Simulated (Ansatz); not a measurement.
Molecule: GaCl, charge 1, multiplicity 2. SMILES of the parent species: [Cl][Ga]

Atoms: Ga1, Cl2. Bonds: Ga1-Cl2.

Bond lengths (Å) and angles (degrees) optimised at HF/3-21G with Ansatz (a quantum-chemistry and plane-wave program); HF/6-31G* with LANL2DZ past Ar with Ansatz; PBE/6-31G* with LANL2DZ past Ar with Ansatz; B3LYP/LANL2DZ with Ansatz; B3LYP/6-31G* with LANL2DZ past Ar with Ansatz; MP2/6-31G* with LANL2DZ past Ar with Ansatz, each started from the B3LYP-D3(BJ)/def2-TZVP structure (Ansatz) of the last column. A row stands for all coordinates that are equal there. 6-31G* holds six Cartesian d functions.

| coordinate | HF/3-21G | HF/6-31G* with LANL2DZ past Ar | PBE/6-31G* with LANL2DZ past Ar | B3LYP/LANL2DZ | B3LYP/6-31G* with LANL2DZ past Ar | MP2/6-31G* with LANL2DZ past Ar | B3LYP-D3(BJ)/def2-TZVP |
|---|---|---|---|---|---|---|---|
| Ga1-Cl2 | 2.203 | 2.100 | 2.124 | 2.204 | 2.120 | 2.096 | 2.122 |

Mean signed difference of all 1 bond lengths from B3LYP-D3(BJ)/def2-TZVP: HF/3-21G 0.081 Å, HF/6-31G* with LANL2DZ past Ar -0.023 Å, PBE/6-31G* with LANL2DZ past Ar 0.002 Å, B3LYP/LANL2DZ 0.082 Å, B3LYP/6-31G* with LANL2DZ past Ar -0.003 Å, MP2/6-31G* with LANL2DZ past Ar -0.026 Å.
